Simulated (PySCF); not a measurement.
Two-component Hartree-Fock for Fe(5+) (iron, charge +5)

Start: [Ar] 3d3; 3d3/2 filled at m_j = -1/2, +1/2, +3/2. Calculated with PySCF 2.14 in an even-tempered Gaussian basis (18 s from 0.2 bohr⁻², ratio 2.8; 13 p from 0.26 bohr⁻², ratio 2.8; 9 d from 0.26 bohr⁻², ratio 2.8; 4 f from 1.1 bohr⁻², ratio 3): generalised Hartree-Fock with the X2C-1e Hamiltonian and a Gaussian nucleus; spin-orbit coupling (SO) screened by Boettger's factors.

| spinor shell | electrons | ε, screened SO (eV) | weight of nominal j (screened SO) | rms radius, screened SO (bohr) |
| --- | --- | --- | --- | --- |
| 1s1/2 | 2 | -7262.8 | 1.000 | 0.0675 |
| 2s1/2 | 2 | -972.24 | 1.000 | 0.288 |
| 2p1/2 | 2 | -847.22 | 0.980 | 0.259 |
| 2p3/2 | 4 | -833.21 | 0.990 | 0.261 |
| 3s1/2 | 2 | -197.86 | 1.000 | 0.839 |
| 3p1/2 | 2 | -158.35 | 0.650 | 0.876 |
| 3p3/2 | 4 | -154.42 | 0.825 | 0.882 |
| 3d3/2 | 3 | -100.66 | 0.621 | 0.941 |

```
   quantity  screened SO
E (hartree)  -1264.79111
        M_J          3/2
       ⟨J²⟩        6.604
       ⟨L²⟩       11.997
       ⟨S²⟩        3.748
```

The determinant has a definite M_J but mixes levels of different J.

Each row is a mean over spinors that exchange with the open shell spreads, by up to 13.401 eV (3p1/2).

Rows whose weight is well below 1 are mixtures of j = l ± 1/2: exchange outweighs spin-orbit coupling there, and the label is only the starting occupation.
